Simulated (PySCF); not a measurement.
Si(SH)2 (H2S2Si), SMILES [Si](S)S (connectivity only; charge and spin as stated), neutral, multiplicity 1. Geometry: PBE0-D3(BJ)/def2-TZVP. The values are those of a single conformer.

Computed with PySCF with PBE0-D3(BJ)/def2-TZVP.

Harmonic wavenumbers (cm⁻¹): 182, 306, 399, 482, 508, 688, 770, 2677, 2700. Rotational constants (GHz): 12.26, 2.876, 2.329; symmetry number 1.

Question: Work out the zero-point energy and the ideal-gas rigid-rotor harmonic-oscillator thermochemistry at 298.15 K and 1 atm.

Answer: ZPE = ½ Σ hcν = ½ × 8711 cm⁻¹ = 12.45 kcal/mol. H − E(el) = 16.06 kcal/mol. Entropy in cal/(mol K): translation 39.54, rotation 25.77, vibration 6.56, total 71.87. G − E(el) = -5.37 kcal/mol. Cp = 17.03 cal/(mol K).
